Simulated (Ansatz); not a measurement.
input.yaml

```yaml
crystal:
  periodic: [false, false, false]
  atoms:
    - { symbol: B, position_ang: [-0.042985, -0.473955, 0.008751] }
    - { symbol: H, position_ang: [-0.030729, -1.055293, 1.058134] }
    - { symbol: Cl, position_ang: [1.515725, 0.105442, -0.655893] }
    - { symbol: O, position_ang: [-1.132311, -0.271285, -0.740123] }
    - { symbol: H, position_ang: [-1.945749, -0.582625, -0.321109] }
    - { symbol: F, position_ang: [0.059826, 1.962514, 1.323776] }
    - { symbol: H, position_ang: [0.775622, 1.811801, 0.745363] }
basis:
  gaussian: { orbitals: def2-SVP }
hamiltonian:
  xc: b3lyp
neb:
  order_check: false
  images: 7
  f_tol: 0.05
  max_iterations: 60
  final_atoms:
    - { symbol: B, position_ang: [-0.28984369, 0.42475331, -0.66571558] }
    - { symbol: H, position_ang: [0.95789135, 0.14465096, 3.14145054] }
    - { symbol: Cl, position_ang: [0.98362349, -0.10958913, -1.78218254] }
    - { symbol: O, position_ang: [-1.52679668, -0.09447978, -0.67597614] }
    - { symbol: H, position_ang: [-1.66145795, -0.783544, -1.33855987] }
    - { symbol: F, position_ang: [-0.00487154, 1.37296345, 0.21045306] }
    - { symbol: H, position_ang: [0.74085403, 0.54184418, 2.52942953] }
  initial_path:
    images:
      - { positions_ang: [[-0.042985, -0.473955, 0.008751], [-0.030729, -1.055293, 1.058134], [1.515725, 0.105442, -0.655893], [-1.132311, -0.271285, -0.740123], [-1.945749, -0.582625, -0.321109], [0.059826, 1.962514, 1.323776], [0.775622, 1.811801, 0.745363]] }
      - { positions_ang: [[-0.03397175, -0.35086569, 0.0012499], [0.00046261, -0.81290413, 1.17157555], [1.52145467, 0.113735, -0.75417687], [-1.1669917, -0.19780814, -0.71655839], [-1.8941479, -0.65042865, -0.35711316], [0.1259907, 1.84432932, 1.13531817], [0.64660236, 1.55054129, 0.93860381]] }
      - { positions_ang: [[-0.0249585, -0.22777637, -0.00625121], [0.03165423, -0.57051527, 1.28501711], [1.52718434, 0.122028, -0.85246075], [-1.20167239, -0.12433129, -0.69299378], [-1.84254679, -0.7182323, -0.39311733], [0.1921554, 1.72614465, 0.94686034], [0.51758272, 1.28928158, 1.13184462]] }
      - { positions_ang: [[-0.01594525, -0.10468706, -0.01375231], [0.06284584, -0.3281264, 1.39845866], [1.532914, 0.130321, -0.95074462], [-1.23635309, -0.05085443, -0.66942917], [-1.79094569, -0.78603595, -0.42912149], [0.2583201, 1.60795997, 0.75840251], [0.38856308, 1.02802187, 1.32508544]] }
      - { positions_ang: [[-0.006932, 0.01840226, -0.02125342], [0.09403745, -0.08573753, 1.51190022], [1.53864367, 0.138614, -1.0490285], [-1.27103378, 0.02262242, -0.64586456], [-1.73934459, -0.8538396, -0.46512566], [0.3244848, 1.48977529, 0.56994467], [0.25954344, 0.76676216, 1.51832625]] }
      - { positions_ang: [[-0.07765992, 0.11999002, -0.18236896], [0.31000093, -0.02814041, 1.9192878], [1.39988863, 0.07656322, -1.23231701], [-1.33497451, -0.00665313, -0.65339246], [-1.71987293, -0.8362657, -0.68348421], [0.24214572, 1.46057233, 0.48007177], [0.37987109, 0.71053266, 1.77110207]] }
      - { positions_ang: [[-0.14838784, 0.22157778, -0.3434845], [0.5259644, 0.02945671, 2.32667538], [1.26113358, 0.01451244, -1.41560552], [-1.39891523, -0.03592868, -0.66092035], [-1.70040127, -0.8186918, -0.90184276], [0.15980663, 1.43136937, 0.39019887], [0.50019874, 0.65430317, 2.02387789]] }
      - { positions_ang: [[-0.21911577, 0.32316555, -0.50460004], [0.74192787, 0.08705384, 2.73406296], [1.12237853, -0.04753835, -1.59889403], [-1.46285596, -0.06520423, -0.66844824], [-1.68092961, -0.8011179, -1.12020131], [0.07746755, 1.40216641, 0.30032596], [0.62052638, 0.59807367, 2.27665371]] }
      - { positions_ang: [[-0.28984369, 0.42475331, -0.66571558], [0.95789135, 0.14465096, 3.14145054], [0.98362349, -0.10958913, -1.78218254], [-1.52679668, -0.09447978, -0.67597614], [-1.66145795, -0.783544, -1.33855987], [-0.00487154, 1.37296345, 0.21045306], [0.74085403, 0.54184418, 2.52942953]] }
```

Command:

```bash
$ ansatz run input.yaml --threads 1 --pin off --max-ram 2048MiB --backend cpu --events-out ev --progress --plain --runs-dir out
```

Hardware: 1 thread of Arm Neoverse V2, with other jobs on the host.

Question: Roughly how long does this run take, and how much memory?

Answer: 7.2 min, with a peak of 0.16 GiB, for 31 band iterations.
